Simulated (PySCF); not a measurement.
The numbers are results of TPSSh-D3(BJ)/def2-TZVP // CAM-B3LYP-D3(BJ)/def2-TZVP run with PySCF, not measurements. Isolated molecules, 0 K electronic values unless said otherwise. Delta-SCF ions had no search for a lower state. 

Reference species (SMILES): `B` (neutral, multiplicity 1).

* **HOMO**: -9.29 eV
* **LUMO**: -2.30 eV
* **vertical ionisation energy (Delta-SCF)**: 13.00 eV

Changed species: `BC` (1 of 3 H replaced by CH3; the reference has 0 of 3 H replaced by CH3).

Problem. Predict the effect on the HOMO, LUMO and vertical ionisation energy (Delta-SCF).

Solution. the HOMO rises by 0.90 eV, to -8.39 eV; the LUMO rises by 0.70 eV, to -1.60 eV; the vertical ionisation energy (Delta-SCF) drops by 1.41 eV, to 11.59 eV.
